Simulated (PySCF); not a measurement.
B3LYP has the VWN-RPA correlation part, as in Gaussian. Delta-SCF ions had no search for a lower state. Excitations are Tamm–Dancoff values on a coarser integration grid. The basis has no diffuse functions, so Rydberg states are missing or too high.

Cartesian coordinates (Å):
```xyz
23

C      4.8653     0.8851    -1.0577
C      3.9504     0.0419    -0.5465
C      2.5291     0.3195    -0.4695
C      1.6240    -0.5452     0.0426
C      0.1785    -0.3525     0.1562
C     -0.4781     0.8304    -0.2446
C     -1.8567     0.9607    -0.1181
C     -2.6495    -0.0779     0.4117
Si    -4.5156     0.0980     0.5477
C     -1.9940    -1.2534     0.8161
C     -0.6117    -1.3877     0.6911
H      4.5766     1.8619    -1.4587
H      5.9259     0.6263    -1.0918
H      4.2771    -0.9291    -0.1552
H      2.2014     1.2900    -0.8580
H      1.9949    -1.5066     0.4166
H      0.0994     1.6603    -0.6563
H     -2.3267     1.8963    -0.4362
H     -5.0475    -0.9656     1.4485
H     -4.8733     1.4400     1.0947
H     -5.1734    -0.0376    -0.7869
H     -2.5697    -2.0810     1.2398
H     -0.1266    -2.3126     1.0145
```
Charge 0, multiplicity 1.

Estimate the dipole moment, T1 excitation (TDA), S1–T1 gap (TDA), vertical ionisation energy (Delta-SCF) and brightest of the four lowest singlets (TDA) that B3LYP-D3(BJ)/def2-TZVP // B3LYP-D3(BJ)/def2-SVP run with PySCF returns for this input.


```json
{
 "dipole_moment": "0.90 D",
 "T1 excitation (TDA)": "2.45 eV",
 "S1–T1 gap (TDA)": "1.87 eV",
 "vertical ionisation energy (Delta-SCF)": "7.64 eV",
 "brightest of the four lowest singlets (TDA)": "4.33 eV"
}
```
